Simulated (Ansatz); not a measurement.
Stepwise reaction of `[F][Ga]([F])[SH]` with hydrogen sulfide, as a gas-phase model of exchange steps in deposition or etching. ΔE in kJ/mol; ΔG adds harmonic PBE0-D4 terms to CCSD(T)/CBS, at 1 bar.

Program: Ansatz. Geometries: PBE0-D4/def2-TZVP. ΔE: electronic, gas phase. CCSD(T)/CBS is the MP2 limit (def2-TZVPP, def2-QZVPP) plus CCSD(T) − MP2 in def2-TZVPP, frozen cores. This one scheme is used for every species. Functionals use def2-TZVPP. B3LYP here is the variant with VWN-RPA as its local correlation; programs differ in this. For Ga outer-core shells are correlated without core-valence functions, which leaves a few kJ/mol of doubt a bond. Scalar relativity is left out up to krypton. Each species was taken in one conformer, which may not be the lowest.

| step | reaction | PBE-D4 | B3LYP-D4 | ωB97M-V | CCSD(T)/CBS | ΔG(600 K) |
| --- | --- | --- | --- | --- | --- | --- |
| 2 | `[F][Ga]([SH])[SH]` + H₂S → `[SH][Ga]([SH])[SH]` + H–F | -7.6 | -1.4 | -0.4 | -10.5 | -1.9 |

(1) Give the row of step 1, `[F][Ga]([F])[SH]` + H₂S → `[F][Ga]([SH])[SH]` + H–F. (Estimate.)

(2) By hand: ΔE of the 2 steps together at CCSD(T)/CBS.

Answers

(1) Computed: 
| step | reaction | PBE-D4 | B3LYP-D4 | ωB97M-V | CCSD(T)/CBS | ΔG(600 K) |
| --- | --- | --- | --- | --- | --- | --- |
| 1 | `[F][Ga]([F])[SH]` + H₂S → `[F][Ga]([SH])[SH]` + H–F | -16.5 | -10.0 | -9.1 | -17.8 | -7.1 |

(2) (-17.8) + (-10.5) = -28.3 kJ/mol, or -14.2 kJ/mol a step.

In ΔE each step is higher than the one before. All are downhill at CCSD(T)/CBS. ΔG lies between -7.1 and -1.9 kJ/mol a step. PBE-D4 differs from CCSD(T)/CBS by 1.3 to 2.9 kJ/mol a step. Isolated molecules leave out the surface, adducts and barriers. Largest T1 diagnostic: 0.014.
